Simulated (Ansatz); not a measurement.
Process, species as SMILES: NC1CCCC1 → NC1[CH]CCC1 + H atom (the C-H bond at the site shown breaks; other sites are not compared here)
Structures are relaxed separately at B3LYP-D3(BJ)/def2-TZVP in Ansatz (an electronic-structure program), one conformer each, not searched for the lowest.
Geometry of the first species:
```xyz
17

C     -1.6562     0.2564     0.2383
C     -1.2088    -1.1684    -0.1983
C      0.2973    -1.0564    -0.4958
C      0.7641     0.1354     0.3413
C     -0.3883     1.1266     0.1732
N      2.0390     0.6776    -0.1213
H     -2.0545     0.2328     1.2540
H     -2.4473     0.6522    -0.3987
H     -1.3896    -1.8842     0.6053
H     -1.7632    -1.5258    -1.0661
H      0.4714    -0.8141    -1.5475
H      0.8442    -1.9749    -0.2733
H      0.7962    -0.1784     1.3981
H     -0.3798     1.9223     0.9209
H     -0.2852     1.5948    -0.8093
H      2.3091     1.4809     0.4351
H      2.7774    -0.0101    -0.0217
```

Property: bond dissociation energy (electronic energy difference), in kcal/mol. Valence correlation only, unless marked. Open shells are spin-unrestricted. No spin-orbit coupling. Non-relativistic unless marked X2C. CBS(X,Y): correlation extrapolated as X^-3; Hartree-Fock from the larger set. [CCSD(T)-MP2]/basis is that difference in the basis named.

| level | program | bond dissociation energy (kcal/mol) |
|---|---|---|
| HF/6-31G* | Ansatz | 80.6 |
| PBE-D4/def2-TZVPD | Ansatz + dftd4 | 100.1 |
| BLYP-D3(BJ)/def2-TZVPD | Ansatz + dftd3 | 100.6 |
| BLYP-D4/def2-TZVPD | Ansatz + dftd4 | 100.6 |
| r2SCAN-D4/def2-TZVPD | Ansatz + dftd4 | 98.7 |
| B3LYP-D3(BJ)/def2-TZVPD | Ansatz + dftd3 | 102.4 |
| B3LYP-D4/def2-TZVPD | Ansatz + dftd4 | 102.3 |
| PBE0/def2-SVP | Ansatz | 100.6 |
| r2SCANh/def2-TZVPD | Ansatz | 98.7 |
| r2SCAN0-D4/def2-TZVPD | Ansatz + dftd4 | 99.1 |
| B2GP-PLYP-D3(BJ)/def2-TZVPD | Ansatz + dftd3 | 102.7 |
| SCS-MP2/STO-3G | Ansatz | 120.3 |
| SCS-MP2/cc-pVDZ | Ansatz | 102.6 |
| CCSD/6-31G | Ansatz | 95.0 |
| CCSD/cc-pVDZ | Ansatz | 101.0 |
| CCSD/cc-pVTZ | Ansatz | 103.8 |
| CCSD(T)/STO-3G | Ansatz | 120.3 |
| CCSD(T)/6-31G | Ansatz | 95.3 |
| CCSD(T)/cc-pVTZ | Ansatz | 104.7 |
| X2C-CCSD(T)/cc-pVTZ-DK | Ansatz | 104.7 |
| RI-MP2/CBS(cc-pVTZ,cc-pVQZ)+[CCSD(T)-MP2]/cc-pVTZ | Ansatz | 106.1 |
